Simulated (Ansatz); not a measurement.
Molecule: sum formula Si$_{2}$H$_{3}$Cl$_{2}$, charge -1, multiplicity 1. It need not be the lowest isomer of its formula. Whether it binds its extra electron was not tested at this geometry. 
Structure (B3LYP-D3(BJ)/def2-TZVP (Ansatz, a quantum-chemistry and plane-wave program) minimum search):
```xyz
7

Cl     2.1124    -1.4810    -0.1788
Si     1.2850     0.5247     0.4819
Si    -0.8751    -0.2379    -0.1499
Cl    -2.3856     1.2962     0.0040
H      1.4488     1.2021    -0.8819
H     -1.1112    -0.7685    -1.5285
H     -1.4321    -1.3074     0.7355
```
Charge -1, spin multiplicity 1.

Basis-set convergence of Hartree-Fock and CCSD correlation energies (hartree) with Ansatz. Valence correlation only, unless marked. Spin-orbit coupling is left out. Non-relativistic.

```
basis            functions        E(HF)  E(corr, CCSD)
---------------  ---------  -----------  -------------
aug-cc-pV(D+d)Z        155  -1498.75555       -0.57598
aug-cc-pV(T+d)Z        289  -1498.80137       -0.70780
aug-cc-pV(Q+d)Z        494  -1498.81282       -0.75271
```

Extrapolating the two largest sets (X = 3 and 4) as X^-3: E(corr) = (64·(-0.75271) - 27·(-0.70780))/37 = -0.7855 Eh, an estimate of the basis-set limit. The largest set recovers 95.8 % of it, the smallest 73.3 %.
